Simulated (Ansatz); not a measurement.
A short molecular-dynamics run on `CC1=[N+](C)[In-]([Cl])([Cl])[N]1C`.

```yaml
crystal:
  periodic: [false, false, false]
  atoms:
    - {symbol: C, position_ang: [1.041872, -1.426836, -0.093136]}
    - {symbol: C, position_ang: [0.164454, -0.225261, -0.001324]}
    - {symbol: N, position_ang: [-0.423764, 0.299305, -1.064876]}
    - {symbol: C, position_ang: [-0.284209, -0.233618, -2.390987]}
    - {symbol: In, position_ang: [-1.363544, 1.856570, 0.106791]}
    - {symbol: Cl, position_ang: [-3.654686, 1.676932, 0.456703]}
    - {symbol: Cl, position_ang: [-0.519124, 4.009473, -0.130574]}
    - {symbol: N, position_ang: [-0.102031, 0.416960, 1.123277]}
    - {symbol: C, position_ang: [0.417482, 0.052043, 2.412818]}
    - {symbol: H, position_ang: [0.490718, -2.256261, -0.542041]}
    - {symbol: H, position_ang: [1.892675, -1.214556, -0.745114]}
    - {symbol: H, position_ang: [1.414263, -1.736256, 0.880567]}
    - {symbol: H, position_ang: [0.759764, -0.250891, -2.726345]}
    - {symbol: H, position_ang: [-0.838522, 0.394151, -3.087670]}
    - {symbol: H, position_ang: [-0.685380, -1.250875, -2.477114]}
    - {symbol: H, position_ang: [0.099656, -0.949644, 2.724240]}
    - {symbol: H, position_ang: [1.511932, 0.095297, 2.451142]}
    - {symbol: H, position_ang: [0.040942, 0.754765, 3.155444]}
basis:
  gaussian: {orbitals: def2-SVP}
hamiltonian: {xc: {name: BLYP}, dispersion: d3bj}
md: {timestep: 0.5 fs, n_steps: 20, ensemble: nvt_nose_hoover, temperature: 300, initial_velocities: maxwell_boltzmann, seed: 420}
```

```sh
$ ansatz run in.yaml --threads 4 --pin off --events-out ev --progress --plain --max-ram 46080MiB --backend cuda --devices 0, --max-vram 37GiB
```

| step | time (fs) | potential energy (eV) | kinetic (eV) | T (K) | conserved (eV) |
| --- | --- | --- | --- | --- | --- |
| 0 | 0.0 | -37480.1372 | 0.6204 | 300 | -37479.5167 |
| 1 | 0.5 | -37480.1159 | 0.5996 | 290 | -37479.5164 |
| 2 | 1.0 | -37480.0781 | 0.5624 | 272 | -37479.5158 |
| 3 | 1.5 | -37480.0329 | 0.5177 | 250 | -37479.5152 |
| 4 | 2.0 | -37479.9890 | 0.4742 | 229 | -37479.5148 |
| 5 | 2.5 | -37479.9522 | 0.4375 | 212 | -37479.5147 |
| 6 | 3.0 | -37479.9237 | 0.4088 | 198 | -37479.5149 |
| 7 | 3.5 | -37479.9013 | 0.3863 | 187 | -37479.5151 |
| 8 | 4.0 | -37479.8820 | 0.3669 | 177 | -37479.5152 |
| 9 | 4.5 | -37479.8637 | 0.3487 | 169 | -37479.5152 |
| 10 | 5.0 | -37479.8465 | 0.3316 | 160 | -37479.5151 |
| 11 | 5.5 | -37479.8320 | 0.3173 | 153 | -37479.5149 |
| 12 | 6.0 | -37479.8222 | 0.3076 | 149 | -37479.5148 |
| 13 | 6.5 | -37479.8184 | 0.3039 | 147 | -37479.5148 |
| 14 | 7.0 | -37479.8212 | 0.3067 | 148 | -37479.5148 |
| 15 | 7.5 | -37479.8306 | 0.3163 | 153 | -37479.5148 |
| 16 | 8.0 | -37479.8471 | 0.3329 | 161 | -37479.5148 |
| 17 | 8.5 | -37479.8716 | 0.3575 | 173 | -37479.5147 |
| 18 | 9.0 | -37479.9047 | 0.3907 | 189 | -37479.5148 |
| 19 | 9.5 | -37479.9455 | 0.4314 | 209 | -37479.5151 |
| 20 | 10.0 | -37479.9900 | 0.4756 | 230 | -37479.5155 |

Velocities are drawn at the set temperature; a run this short doesn't reach equilibrium.

Frames (Å, forces in eV/Å):

```xyz
18
time=0.0 fs
C     1.042   -1.427   -0.093    0.026   -0.033    0.038
C     0.164   -0.225   -0.001    0.307   -0.424   -0.001
N    -0.424    0.299   -1.065   -0.181    0.035   -0.867
C    -0.284   -0.234   -2.391   -0.080    0.135    0.069
In   -1.364    1.857    0.107   -0.215    0.295    0.018
Cl   -3.655    1.677    0.457   -0.871   -0.073    0.133
Cl   -0.519    4.009   -0.131    0.325    0.816   -0.091
N    -0.102    0.417    1.123    0.071    0.124    0.871
C     0.417    0.052    2.413   -0.107    0.127   -0.062
H     0.491   -2.256   -0.542   -0.235   -0.429   -0.219
H     1.893   -1.215   -0.745    0.429    0.064   -0.318
H     1.414   -1.736    0.881    0.207   -0.193    0.438
H     0.760   -0.251   -2.726    0.522   -0.043   -0.206
H    -0.839    0.394   -3.088   -0.281    0.303   -0.399
H    -0.685   -1.251   -2.477   -0.177   -0.531   -0.085
H     0.100   -0.950    2.724   -0.130   -0.517    0.198
H     1.512    0.095    2.451    0.566   -0.002    0.064
H     0.041    0.755    3.155   -0.176    0.347    0.419
18
time=1.0 fs
C     1.046   -1.422   -0.090   -0.313   -0.156    0.267
C     0.164   -0.230   -0.001    0.295   -0.376   -0.402
N    -0.424    0.299   -1.064   -0.110   -0.029   -0.908
C    -0.288   -0.231   -2.389    1.184    0.581   -0.017
In   -1.363    1.856    0.107   -0.246    0.324   -0.021
Cl   -3.654    1.678    0.457   -0.862   -0.071    0.134
Cl   -0.520    4.010   -0.133    0.321    0.796   -0.085
N    -0.107    0.410    1.113    0.146    0.087    1.857
C     0.411    0.051    2.417    0.382   -0.107   -0.250
H     0.496   -2.238   -0.554   -0.337   -0.622   -0.166
H     1.874   -1.225   -0.750    0.906    0.250   -0.582
H     1.417   -1.728    0.886    0.213   -0.241    0.385
H     0.785   -0.248   -2.746   -0.411   -0.060    0.130
H    -0.832    0.401   -3.075   -0.449    0.533   -0.647
H    -0.696   -1.223   -2.479   -0.376   -1.197   -0.146
H     0.141   -0.967    2.756   -0.243   -0.168   -0.021
H     1.518    0.104    2.463    0.178    0.073   -0.029
H     0.038    0.761    3.149   -0.277    0.382    0.500
18
time=2.0 fs
C     1.050   -1.417   -0.086   -0.417   -0.414    0.322
C     0.165   -0.236    0.000    0.271   -0.300   -0.763
N    -0.424    0.299   -1.063   -0.028   -0.101   -0.920
C    -0.290   -0.227   -2.388    1.862    0.834   -0.253
In   -1.362    1.856    0.108   -0.278    0.355   -0.056
Cl   -3.654    1.679    0.458   -0.849   -0.068    0.134
Cl   -0.521    4.012   -0.135    0.315    0.772   -0.078
N    -0.112    0.404    1.103    0.206    0.061    2.719
C     0.405    0.050    2.420    0.791   -0.287   -0.207
H     0.498   -2.226   -0.567   -0.317   -0.639   -0.027
H     1.863   -1.233   -0.761    1.081    0.349   -0.626
H     1.422   -1.721    0.895    0.168   -0.239    0.195
H     0.807   -0.247   -2.765   -1.068   -0.078    0.387
H    -0.830    0.413   -3.067   -0.451    0.565   -0.687
H    -0.710   -1.206   -2.481   -0.435   -1.467   -0.185
H     0.179   -0.986    2.787   -0.338    0.266   -0.264
H     1.526    0.113    2.474   -0.224    0.130   -0.117
H     0.032    0.770    3.147   -0.289    0.262    0.426
18
time=3.0 fs
C     1.054   -1.413   -0.082   -0.233   -0.753    0.083
C     0.165   -0.241    0.000    0.228   -0.179   -1.029
N    -0.425    0.299   -1.063    0.061   -0.172   -0.901
C    -0.291   -0.223   -2.386    1.837    0.756   -0.654
In   -1.361    1.855    0.108   -0.306    0.380   -0.082
Cl   -3.655    1.680    0.459   -0.832   -0.065    0.134
Cl   -0.522    4.013   -0.138    0.308    0.745   -0.072
N    -0.116    0.398    1.096    0.250    0.035    3.389
C     0.400    0.049    2.424    1.055   -0.307   -0.012
H     0.497   -2.219   -0.580   -0.185   -0.504    0.179
H     1.863   -1.237   -0.778    0.886    0.347   -0.380
H     1.429   -1.717    0.905    0.095   -0.204   -0.064
H     0.819   -0.245   -2.779   -1.395   -0.092    0.545
H    -0.831    0.430   -3.067   -0.289    0.377   -0.509
H    -0.729   -1.203   -2.486   -0.284   -1.193   -0.183
H     0.215   -1.003    2.815   -0.442    0.643   -0.482
H     1.532    0.123    2.484   -0.529    0.171   -0.191
H     0.023    0.782    3.149   -0.226    0.016    0.229
18
time=4.0 fs
C     1.058   -1.409   -0.078    0.133   -1.101   -0.386
C     0.166   -0.247   -0.002    0.162   -0.002   -1.157
N    -0.425    0.299   -1.064    0.149   -0.236   -0.848
C    -0.290   -0.218   -2.386    1.270    0.429   -1.124
In   -1.360    1.855    0.109   -0.326    0.395   -0.096
Cl   -3.655    1.682    0.460   -0.812   -0.062    0.131
Cl   -0.523    4.015   -0.140    0.301    0.716   -0.066
N    -0.121    0.391    1.091    0.280   -0.009    3.816
C     0.396    0.048    2.427    1.163   -0.163    0.215
H     0.494   -2.218   -0.592    0.005   -0.295    0.399
H     1.871   -1.238   -0.798    0.455    0.277    0.059
H     1.437   -1.715    0.916    0.021   -0.155   -0.307
H     0.817   -0.245   -2.789   -1.416   -0.102    0.603
H    -0.836    0.450   -3.071   -0.043    0.054   -0.207
H    -0.749   -1.211   -2.492    0.019   -0.543   -0.142
H     0.246   -1.014    2.839   -0.554    0.868   -0.638
H     1.533    0.135    2.493   -0.679    0.199   -0.245
H     0.012    0.794    3.153   -0.126   -0.271   -0.008
18
time=5.0 fs
C     1.062   -1.406   -0.075    0.510   -1.391   -0.914
C     0.166   -0.253   -0.004    0.071    0.229   -1.125
N    -0.425    0.298   -1.066    0.232   -0.286   -0.762
C    -0.289   -0.213   -2.386    0.402    0.045   -1.509
In   -1.359    1.854    0.109   -0.337    0.395   -0.097
Cl   -3.656    1.683    0.460   -0.790   -0.058    0.128
Cl   -0.523    4.016   -0.143    0.293    0.686   -0.062
N    -0.125    0.385    1.089    0.299   -0.081    3.974
C     0.392    0.047    2.431    1.126    0.096    0.369
H     0.492   -2.219   -0.600    0.190   -0.097    0.577
H     1.884   -1.237   -0.817   -0.007    0.186    0.513
H     1.445   -1.714    0.923   -0.033   -0.109   -0.472
H     0.802   -0.246   -2.793   -1.140   -0.110    0.555
H    -0.841    0.472   -3.077    0.192   -0.278    0.096
H    -0.770   -1.224   -2.500    0.343    0.166   -0.086
H     0.272   -1.016    2.857   -0.663    0.901   -0.710
H     1.528    0.149    2.499   -0.655    0.222   -0.272
H     0.001    0.804    3.157   -0.034   -0.515   -0.203
18
time=6.0 fs
C     1.066   -1.405   -0.072    0.781   -1.573   -1.361
C     0.167   -0.259   -0.006   -0.037    0.496   -0.935
N    -0.425    0.297   -1.067    0.304   -0.321   -0.645
C    -0.287   -0.208   -2.387   -0.608   -0.263   -1.678
In   -1.358    1.854    0.110   -0.336    0.379   -0.087
Cl   -3.657    1.684    0.461   -0.768   -0.054    0.124
Cl   -0.524    4.018   -0.145    0.285    0.654   -0.059
N    -0.129    0.379    1.089    0.309   -0.180    3.864
C     0.389    0.045    2.435    0.966    0.416    0.383
H     0.491   -2.221   -0.602    0.322    0.030    0.675
H     1.896   -1.234   -0.832   -0.355    0.105    0.848
H     1.452   -1.715    0.926   -0.052   -0.078   -0.522
H     0.777   -0.248   -2.792   -0.555   -0.122    0.387
H    -0.844    0.490   -3.082    0.351   -0.524    0.310
H    -0.787   -1.236   -2.509    0.586    0.712   -0.035
H     0.292   -1.010    2.868   -0.751    0.735   -0.691
H     1.516    0.165    2.502   -0.463    0.241   -0.272
H    -0.012    0.808    3.160    0.022   -0.654   -0.305
18
time=7.0 fs
C     1.070   -1.404   -0.070    0.898   -1.613   -1.652
C     0.168   -0.264   -0.010   -0.151    0.769   -0.615
N    -0.425    0.296   -1.070    0.360   -0.335   -0.500
C    -0.286   -0.203   -2.389   -1.653   -0.459   -1.582
In   -1.358    1.854    0.110   -0.322    0.350   -0.066
Cl   -3.658    1.685    0.462   -0.745   -0.050    0.118
Cl   -0.525    4.020   -0.148    0.276    0.623   -0.056
N    -0.133    0.372    1.092    0.305   -0.294    3.516
C     0.388    0.044    2.439    0.720    0.758    0.232
H     0.493   -2.223   -0.598    0.377    0.056    0.675
H     1.905   -1.230   -0.839   -0.528    0.046    1.002
H     1.459   -1.716    0.923   -0.035   -0.066   -0.450
H     0.746   -0.251   -2.787    0.301   -0.144    0.103
H    -0.844    0.504   -3.085    0.407   -0.633    0.393
H    -0.799   -1.241   -2.517    0.707    1.014    0.001
H     0.304   -0.997    2.873   -0.806    0.383   -0.581
H     1.500    0.183    2.503   -0.138    0.260   -0.243
H    -0.024    0.807    3.159    0.025   -0.662   -0.292
18
time=8.0 fs
C     1.076   -1.405   -0.070    0.855   -1.508   -1.747
C     0.168   -0.269   -0.014   -0.253    1.008   -0.203
N    -0.425    0.295   -1.072    0.397   -0.330   -0.335
C    -0.286   -0.198   -2.393   -2.516   -0.556   -1.279
In   -1.357    1.853    0.111   -0.299    0.311   -0.036
Cl   -3.659    1.686    0.463   -0.721   -0.046    0.111
Cl   -0.525    4.023   -0.151    0.266    0.591   -0.054
N    -0.137    0.365    1.097    0.283   -0.401    2.978
C     0.386    0.044    2.444    0.453    1.076   -0.067
H     0.499   -2.224   -0.588    0.347   -0.025    0.577
H     1.910   -1.225   -0.836   -0.510    0.016    0.957
H     1.466   -1.717    0.917    0.012   -0.070   -0.276
H     0.718   -0.255   -2.781    1.226   -0.170   -0.223
H    -0.840    0.511   -3.083    0.357   -0.588    0.335
H    -0.805   -1.236   -2.526    0.699    1.065    0.018
H     0.309   -0.980    2.872   -0.814   -0.104   -0.399
H     1.483    0.204    2.502    0.245    0.269   -0.189
H    -0.036    0.799    3.156   -0.030   -0.539   -0.168
18
time=9.0 fs
C     1.082   -1.407   -0.071    0.657   -1.283   -1.615
C     0.169   -0.272   -0.018   -0.326    1.177    0.251
N    -0.424    0.294   -1.075    0.410   -0.303   -0.157
C    -0.288   -0.194   -2.398   -2.790   -0.576   -0.926
In   -1.356    1.853    0.111   -0.268    0.267    0.001
Cl   -3.660    1.687    0.464   -0.696   -0.042    0.104
Cl   -0.525    4.025   -0.153    0.256    0.558   -0.053
N    -0.140    0.358    1.104    0.236   -0.478    2.308
C     0.385    0.045    2.448    0.262    1.298   -0.443
H     0.508   -2.226   -0.572    0.243   -0.196    0.396
H     1.909   -1.220   -0.824   -0.305    0.020    0.715
H     1.473   -1.720    0.908    0.074   -0.077   -0.042
H     0.702   -0.261   -2.777    1.807   -0.178   -0.433
H    -0.833    0.513   -3.079    0.209   -0.390    0.144
H    -0.803   -1.222   -2.535    0.561    0.868    0.016
H     0.306   -0.964    2.867   -0.766   -0.608   -0.193
H     1.468    0.227    2.499    0.568    0.254   -0.113
H    -0.048    0.786    3.151   -0.133   -0.309    0.042
18
time=10.0 fs
C     1.089   -1.410   -0.073    0.318   -1.000   -1.246
C     0.169   -0.275   -0.022   -0.358    1.248    0.702
N    -0.423    0.292   -1.078    0.396   -0.259    0.017
C    -0.292   -0.191   -2.404   -2.154   -0.522   -0.664
In   -1.355    1.853    0.112   -0.235    0.224    0.044
Cl   -3.662    1.688    0.465   -0.670   -0.038    0.096
Cl   -0.526    4.028   -0.156    0.245    0.524   -0.051
N    -0.144    0.351    1.113    0.164   -0.506    1.562
C     0.385    0.046    2.452    0.224    1.325   -0.773
H     0.519   -2.230   -0.552    0.095   -0.415    0.165
H     1.906   -1.215   -0.805    0.066    0.059    0.300
H     1.480   -1.723    0.899    0.128   -0.072    0.187
H     0.702   -0.269   -2.777    1.694   -0.135   -0.401
H    -0.824    0.512   -3.073   -0.010   -0.066   -0.152
H    -0.797   -1.199   -2.544    0.296    0.421   -0.011
H     0.296   -0.955    2.861   -0.653   -0.947   -0.037
H     1.458    0.253    2.494    0.713    0.190   -0.023
H    -0.062    0.770    3.147   -0.258   -0.031    0.285
```

Hardware: 4 threads of an AMD EPYC 7R13 on a shared host and a share of an NVIDIA H100 80 GB. Wall time 35 s, peak host memory 0.84 GiB.
